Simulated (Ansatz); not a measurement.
## Which is lower?

Two relaxed structures of C2H5Te (charge +1), closed shell (PBE0-D4/def2-TZVP; forces vanish, vibrations not checked).

A:

| atom | x (Å) | y (Å) | z (Å) |
| --- | --- | --- | --- |
| C1 | -0.3236 | 0.8849 | -0.5220 |
| Te2 | -1.6095 | -0.9000 | -0.5852 |
| C3 | 0.2558 | -0.1446 | 0.3055 |
| H4 | 0.0777 | 1.0627 | -1.5144 |
| H5 | -0.8564 | 1.7124 | -0.0672 |
| H6 | 1.0870 | -0.7306 | -0.0730 |
| H7 | -2.5082 | -0.3689 | 0.7050 |
| H8 | 0.1600 | -0.0932 | 1.3841 |

B:

C1  (-0.637, 1.214, -1.040)
Te2  (-1.265, -0.402, -0.186)
C3  (0.504, -0.970, 0.829)
H4  (-1.320, 1.782, -1.664)
H5  (0.378, 1.581, -0.920)
H6  (1.279, -0.233, 0.627)
H7  (0.791, -1.955, 0.461)
H8  (0.271, -1.018, 1.892)
(Å)

Program: Ansatz 0.2.0. Basis: def2-TZVPP. Cores are frozen in the correlated methods. Filled d shells of the heavier atoms are correlated. Core potentials replace the inner electrons of the atoms past krypton. The def2 sets are not built for correlating such inner shells, so the correlated values are less sure here. B3LYP uses VWN-RPA correlation.

Task: Which structure is lower at CCSD(T), and by how much? (To be estimated.)

Result: The calculation gives: A, by 35.4 kJ/mol (electronic energy, against the other). By their contacts, A is C₂H₅Te ([CH2]1[CH2][TeH]1), total charge +1 and B is C₂H₅Te ([CH2][Te][CH3]), total charge +1.

All methods give the same order:

```json
{"method": "PBE-D4", "E(B) − E(A) (kJ/mol)": "46.2"}
{"method": "r2SCAN-D4", "E(B) − E(A) (kJ/mol)": "49.1"}
{"method": "PBE0-D4", "E(B) − E(A) (kJ/mol)": "55.6"}
{"method": "B3LYP-D4", "E(B) − E(A) (kJ/mol)": "40.9"}
{"method": "wB97M-V", "E(B) − E(A) (kJ/mol)": "52.7"}
{"method": "HF", "E(B) − E(A) (kJ/mol)": "49.7"}
{"method": "MP2", "E(B) − E(A) (kJ/mol)": "48.8"}
{"method": "CCSD", "E(B) − E(A) (kJ/mol)": "41.2"}
{"method": "CCSD(T)", "E(B) − E(A) (kJ/mol)": "35.4"}
```

No T1 diagnostic of these runs exceeds 0.020. The restricted Hartree–Fock reference is unstable towards an unrestricted one at one or more of these structures. A large double-excitation amplitude points to some diradical character; no triplet was computed.

Labels in which every atom is bracketed show which atoms are joined, not bond orders.

For scale, one of the runs: CCSD(T)/def2-TZVPP, 182 basis functions, launched by `ansatz run in.yaml --threads 2 --pin off --events-out ev --progress --plain --max-ram 4352MiB`. Time: 57 s of wall clock on 2 CPU threads of an Arm Neoverse V2; the host was shared. Peak host memory: 2 GiB.
